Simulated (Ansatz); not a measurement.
`[SiH3][SnH2][CH2]Cl` at its PBE0-D4/def2-TZVP geometry, where that method's forces vanish. Charge 0, multiplicity 1. Sn: def2 effective core potential.

```json
{"atom": "Si1", "x (Å)": "-1.560", "y (Å)": "-0.080", "z (Å)": "1.241"}
{"atom": "Sn2", "x (Å)": "-0.289", "y (Å)": "-0.139", "z (Å)": "-0.980"}
{"atom": "C3", "x (Å)": "1.821", "y (Å)": "0.067", "z (Å)": "-0.542"}
{"atom": "Cl4", "x (Å)": "2.079", "y (Å)": "1.388", "z (Å)": "0.627"}
{"atom": "H5", "x (Å)": "-0.905", "y (Å)": "-1.000", "z (Å)": "2.207"}
{"atom": "H6", "x (Å)": "-2.964", "y (Å)": "-0.523", "z (Å)": "1.034"}
{"atom": "H7", "x (Å)": "-1.563", "y (Å)": "1.297", "z (Å)": "1.796"}
{"atom": "H8", "x (Å)": "-0.724", "y (Å)": "1.147", "z (Å)": "-2.017"}
{"atom": "H9", "x (Å)": "-0.506", "y (Å)": "-1.615", "z (Å)": "-1.825"}
{"atom": "H10", "x (Å)": "2.217", "y (Å)": "-0.845", "z (Å)": "-0.100"}
{"atom": "H11", "x (Å)": "2.392", "y (Å)": "0.304", "z (Å)": "-1.439"}
```

Problem. For each bond, give half the difference of the two atoms' forces along it (eV/Å; positive pushes the atoms apart) under PBE-D4, r2SCAN-D4, B3LYP-D4, ωB97M-V in def2-TZVPP. (Best estimate.)

Solution. The calculation gave: 
```csv
bond,length (Å),PBE-D4,r2SCAN-D4,B3LYP-D4,ωB97M-V
Si1–Sn2,2.560,-0.07,-0.01,0.11,0.03
Si1–H5,1.487,0.09,-0.01,-0.08,-0.10
Si1–H6,1.487,0.08,-0.02,-0.08,-0.10
Si1–H7,1.484,0.08,-0.02,-0.09,-0.10
Sn2–C3,2.165,0.07,0.05,0.15,-0.04
Sn2–H8,1.709,0.09,-0.02,0.00,-0.06
Sn2–H9,1.714,0.08,-0.01,-0.01,-0.06
C3–Cl4,1.783,0.19,0.24,0.38,0.23
C3–H10,1.088,0.10,-0.06,-0.15,-0.09
C3–H11,1.089,0.09,-0.07,-0.17,-0.10
```

B3LYP here is the variant with VWN-RPA as its local correlation; programs differ in this.

All numbers were calculated with Ansatz.
